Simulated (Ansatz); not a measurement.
C2H9BGe can be A, `C[BH][GeH2][CH3]`, or B, `B[CH2][GeH2][CH3]`.

Gas-phase electronic energies from Ansatz, PBE0-D4/def2-TZVP geometries. CCSD(T)/CBS is the MP2 limit (def2-TZVPP, def2-QZVPP) plus CCSD(T) − MP2 in def2-TZVPP, frozen cores. DFT in def2-TZVPP. B3LYP here is the variant with VWN-RPA as its local correlation; programs differ in this. For Ge outer-core shells are correlated without core-valence functions, which leaves a few kJ/mol of doubt a bond. Scalar relativity is left out up to krypton. Each species was taken in one conformer, which may not be the lowest.

Question: Which is lower in electronic energy at CCSD(T)/CBS, and by how much? (Estimate.)

Answer: Computed: B, by 4.4 kcal/mol.

Question: Give E(B) − E(A) in kcal/mol with ωB97M-V, HF/def2-TZVPP, B2PLYP, CCSD/def2-TZVPP, CCSD(T)/def2-TZVPP, PBE-D4, B3LYP. (An estimate is asked.)

Answer: The calculation gave: ωB97M-V -4.6, HF/def2-TZVPP -2.8, B2PLYP -4.1, CCSD/def2-TZVPP -4.4, CCSD(T)/def2-TZVPP -4.9, PBE-D4 -3.1, B3LYP -2.7. None reverses the order clearly.

Largest T1 diagnostic: 0.011.

In def2-TZVPP, CCSD(T) changes the Hartree–Fock value by −2.1 kcal/mol (the triples alone add −0.5 kcal/mol) and MP2 by −3.7 kcal/mol. The D4 term adds −0.8 kcal/mol with B3LYP and −0.4 kcal/mol with PBE0; it sums over pairs of atoms, weighted by their polarisabilities, and B3LYP, whose exchange is more repulsive, gets the larger term.
